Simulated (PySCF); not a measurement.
Si(F)(Me) (CH3FSi), SMILES C[Si]F (connectivity only; charge and spin as stated), neutral, multiplicity 1.

Geometry optimised at PBE0-D3(BJ)/def2-TZVP.

Level of theory: PBE0-D3(BJ)/def2-TZVP in PySCF.

Frequencies are harmonic and unscaled.

```json
[
 {"mode": "1", "ν (cm⁻¹)": "79", "IR (km/mol)": "0.0", "Raman (Å⁴/amu)": "0.0", "depolarisation": "–", "moving atoms (share of kinetic energy)": "H 88 %"},
 {"mode": "2", "ν (cm⁻¹)": "278", "IR (km/mol)": "7.6", "Raman (Å⁴/amu)": "1.2", "depolarisation": "0.63", "moving atoms (share of kinetic energy)": "F 39 %, H 26 %, C 18 %, Si 17 %"},
 {"mode": "3", "ν (cm⁻¹)": "525", "IR (km/mol)": "2.5", "Raman (Å⁴/amu)": "0.6", "depolarisation": "0.75", "moving atoms (share of kinetic energy)": "H 85 %, C 14 %"},
 {"mode": "4", "ν (cm⁻¹)": "665", "IR (km/mol)": "63.1", "Raman (Å⁴/amu)": "20.3", "depolarisation": "0.38", "moving atoms (share of kinetic energy)": "C 48 %, Si 33 %, H 19 %"},
 {"mode": "5", "ν (cm⁻¹)": "735", "IR (km/mol)": "31.4", "Raman (Å⁴/amu)": "1.1", "depolarisation": "0.26", "moving atoms (share of kinetic energy)": "H 62 %, C 21 %, F 13 %"},
 {"mode": "6", "ν (cm⁻¹)": "839", "IR (km/mol)": "127.7", "Raman (Å⁴/amu)": "5.0", "depolarisation": "0.72", "moving atoms (share of kinetic energy)": "F 51 %, Si 41 %"},
 {"mode": "7", "ν (cm⁻¹)": "1236", "IR (km/mol)": "46.5", "Raman (Å⁴/amu)": "6.6", "depolarisation": "0.14", "moving atoms (share of kinetic energy)": "H 79 %, C 21 %"},
 {"mode": "8", "ν (cm⁻¹)": "1416", "IR (km/mol)": "9.9", "Raman (Å⁴/amu)": "8.8", "depolarisation": "0.75", "moving atoms (share of kinetic energy)": "H 96 %"},
 {"mode": "9", "ν (cm⁻¹)": "1428", "IR (km/mol)": "11.5", "Raman (Å⁴/amu)": "6.9", "depolarisation": "0.75", "moving atoms (share of kinetic energy)": "H 95 %"},
 {"mode": "10", "ν (cm⁻¹)": "3019", "IR (km/mol)": "0.2", "Raman (Å⁴/amu)": "146.0", "depolarisation": "0.01", "moving atoms (share of kinetic energy)": "H 97 %"},
 {"mode": "11", "ν (cm⁻¹)": "3095", "IR (km/mol)": "3.5", "Raman (Å⁴/amu)": "52.3", "depolarisation": "0.75", "moving atoms (share of kinetic energy)": "H 91 %, C 9 %"},
 {"mode": "12", "ν (cm⁻¹)": "3135", "IR (km/mol)": "6.3", "Raman (Å⁴/amu)": "59.0", "depolarisation": "0.73", "moving atoms (share of kinetic energy)": "H 91 %, C 9 %"}
]
```
